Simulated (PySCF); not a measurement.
## Simulated absorption spectrum

Dihydrogen, H2.
SMILES: `[H][H]`

Computed, not measured: TDDFT CAM-B3LYP/def2-SVPD, vertical, gas phase, core orbitals frozen in the response in PySCF. Isolated species at its GFN2-xTB geometry, gas phase.

Computed states:

```tsv
state	E (eV)	f
S1	12.45	0.427
S2	14.10	0.398
S3	14.10	0.398
S4	16.36	0.0000
S5	17.94	0.0000
S6	17.94	0.0000
S7	20.26	0.182
```

Each state is given a Gaussian of 0.4 eV full width at half maximum, with ε(max) = 2.175×10⁸ f / Δν̃ (Δν̃ the width in cm⁻¹). The width is an assumption, not a result. The curve ends short of the highest state used, and states not computed would add to its high-energy end.

Problem. Give the broadened spectrum and its maxima.

Solution. 
(E (eV), ε (L mol⁻¹ cm⁻¹)): (11.85, 59), (11.99, 762), (12.13, 5001), (12.27, 16652), (12.42, 28431), (12.56, 23178), (12.70, 9580), (12.84, 2007), (12.98, 213), (13.13, 9), (13.27, 1), (13.41, 14), (13.55, 284), (13.69, 2917), (13.84, 16637), (13.98, 41807), (14.12, 53260), (14.26, 34398), (14.41, 10133), (14.55, 1602), (14.69, 128), (14.83, 5), (14.97, 0), (15.12, 0), (15.26, 0), (15.40, 0), (15.54, 0), (15.68, 0), (15.83, 0), (15.97, 0), (16.11, 0), (16.25, 0), (16.39, 0), (16.54, 0), (16.68, 0), (16.82, 0), (16.96, 0), (17.10, 0), (17.25, 0), (17.39, 0), (17.53, 0), (17.67, 0), (17.81, 0), (17.96, 0), (18.10, 0), (18.24, 0), (18.38, 0), (18.53, 0), (18.67, 0), (18.81, 0), (18.95, 0), (19.09, 0), (19.24, 0), (19.38, 0), (19.52, 1), (19.66, 23)

Maxima: 100 nm (12.45 eV), ε about 29000, made up of S1 (100%); 88 nm (14.10 eV), ε about 54000, made up of S2 (50%) and S3 (50%) (ε in L mol⁻¹ cm⁻¹; maxima over ε = 5, shares over 10%). At its high-energy end, 19.66 eV, the curve is still rising (ε about 23, from S7).

Problem. What would ε be at 14.10 eV, the highest of these maxima, with half the width (0.2 eV)?

Solution. About 107000 L mol⁻¹ cm⁻¹ against 53600, a factor of about 2.00; a lone state at its own centre would give exactly 2.

On one thread of an Arm Neoverse V2, no GPU (shared host), this took 0.3 s of wall time.
